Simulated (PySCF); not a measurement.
## Excitation energy of Sb²⁺ by level of theory

Sb²⁺ [Kr] 4d10 5s2 5p1 (2P) → Sb²⁺ [Kr] 4d10 5s1 5p2, s spin flipped, as a difference of total energies. All numbers are calculated (PySCF 2.14, scalar relativity through the core potential, in aug-cc-pVQZ-PP with ECP28MDF). Correlated levels: valence: 4s2 4p6 4d10 frozen. The calculations carry no spin-orbit coupling.

```json
{"method": "UHF", "excitation energy (eV)": "10.333"}
{"method": "LDA", "excitation energy (eV)": "9.531"}
{"method": "PBE", "excitation energy (eV)": "9.398"}
{"method": "PBE0", "excitation energy (eV)": "9.665"}
{"method": "r2SCAN", "excitation energy (eV)": "9.602"}
{"method": "LC-wPBE", "excitation energy (eV)": "10.049"}
{"method": "TPSSh", "excitation energy (eV)": "9.538"}
{"method": "B2PLYP", "excitation energy (eV)": "9.619"}
{"method": "MP2 (valence)", "excitation energy (eV)": "9.692"}
{"method": "SCS-MP2 (valence)", "excitation energy (eV)": "9.625"}
```

Q: How much does correlation contribute at MP2 (valence)?

A: 9.692 − (10.333) = -0.641 eV, measured against UHF.

The upper determinant mixes two multiplicities, so it lies between the two terms.
